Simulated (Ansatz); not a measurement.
Reaction (formal exchange of groups at the Al–C bond): `[OH][AlH][CH2]O[SiH3]` + `C=C` → `C=[CH][AlH][OH]` + `CO[SiH3]`

Computed with Ansatz on PBE0-D4/def2-TZVP structures; ΔE is electronic, products minus reactants. CCSD(T)/CBS adds triple-zeta CCSD(T) − MP2 to the extrapolated MP2 energy (def2 sets, frozen cores). This one scheme is used for every species. Functionals use def2-TZVPP. One conformer a species, not always the lowest.

CCSD(T)/CBS gives -0.24 eV.

(1) Another level gave -0.22 eV. Which?
A. PBE-D4/def2-TZVPP
B. r2SCAN/def2-TZVPP
C. CCSD/def2-TZVPP
D. HF/def2-TZVPP

Largest T1 diagnostic among the species: 0.013.

Answers

(1) B. r2SCAN -0.22, CCSD/def2-TZVPP -0.29, HF/def2-TZVPP -0.48, PBE-D4 -0.17 eV.

From PBE to PBE0 (25 % exact exchange), in def2-TZVPP and without D4, ΔE moves by −0.04 eV. In def2-TZVPP, CCSD(T) changes the Hartree–Fock value by +0.22 eV (the triples alone add +0.03 eV) and MP2 by +0.19 eV.
